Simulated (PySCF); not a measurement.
The numbers below are computed, except where a source is named.
# C3H11Si2

C3H11Si2 is a small molecule (built as: C site whose three back bonds go to SiH3, CH3, CH2SiH3), neutral, doublet. The structure, one conformer, was relaxed in the gas phase by PBE0-D3(BJ)/def2-SVP. No frequency run checks that it is a minimum.

SMILES: C[C]([SiH3])C[SiH3]

| atom | x (Å) | y (Å) | z (Å) |
| --- | --- | --- | --- |
| C1 | -0.642 | 0.094 | -0.239 |
| Si2 | -1.677 | -0.866 | 0.971 |
| C3 | -0.891 | 1.543 | -0.506 |
| C4 | 0.545 | -0.529 | -0.888 |
| Si5 | 2.114 | -0.308 | 0.170 |
| H6 | -3.044 | -0.264 | 1.056 |
| H7 | -1.778 | -2.295 | 0.535 |
| H8 | -1.102 | -0.873 | 2.359 |
| H9 | -0.047 | 2.172 | -0.162 |
| H10 | -0.987 | 1.734 | -1.592 |
| H11 | -1.801 | 1.919 | -0.018 |
| H12 | 0.751 | -0.084 | -1.880 |
| H13 | 0.422 | -1.616 | -1.036 |
| H14 | 3.310 | -0.854 | -0.545 |
| H15 | 2.345 | 1.141 | 0.455 |
| H16 | 1.951 | -1.031 | 1.467 |

EPR values by unrestricted B3LYP, IGLO-III on C Si, pcH-1 on H.

Task: Predict g and the largest hyperfine couplings. Where does the spin sit?

Result: g = 2.0022, 2.0028, 2.0033. The spin sits on C1 (91 %, bonded to 2 C + 1 Si) by Mulliken populations.
```
atom  isotope  isotropic (MHz)  dipolar, principal values (MHz)
  C1      13C             77.1              -69.3, -68.4, 137.7
 Si5     29Si           -110.3                  -17.4, 8.1, 9.4
  H9       1H            111.1                  -4.3, -2.9, 7.2
 H10       1H             90.2                  -4.2, -3.6, 7.8
  H8       1H             82.3                  -3.0, -1.6, 4.6
 Si2     29Si             49.5                  -1.6, -1.1, 2.8
```

Task: How do the isotropic couplings move with BHandHLYP?

Result: C1 77.1 to 103.8 MHz, Si5 -110.3 to -107.9 MHz, H9 111.1 to 111.5 MHz, H10 90.2 to 90.8 MHz.
